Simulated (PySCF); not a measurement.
## Structure and norm of the vector part βᵢ = ⅓ Σⱼ (βᵢⱼⱼ + βⱼᵢⱼ + βⱼⱼᵢ) of the static first hyperpolarisability

Method: quadratic response CAM-B3LYP/aug-cc-pVDZ first hyperpolarisability, Taylor convention, gas phase (PySCF 2.14.0). Geometry: PBE0-D3(BJ)/def2-SVP.

Each molecule in one low-energy conformer.

Question: Order by norm of the vector part βᵢ = ⅓ Σⱼ (βᵢⱼⱼ + βⱼᵢⱼ + βⱼⱼᵢ) of the static first hyperpolarisability, lowest first.
A. N#CC([SiH3])=C=C[SiH3]
B. CSC([SiH3])=C=C[SiH3]
C. C#CC([SiH3])=C=C[SiH3]

Answer: C (95 au), A (143 au), B (265 au).

All values:
```csv
molecule,change,static β vector norm (au),static β HRS (au),S1 (eV)
N#CC([SiH3])=C=C[SiH3],H replaced by CN,143,63,5.32
CSC([SiH3])=C=C[SiH3],H replaced by SCH3,265,106,4.23
C#CC([SiH3])=C=C[SiH3],H replaced by ethynyl,95,59,5.16
```
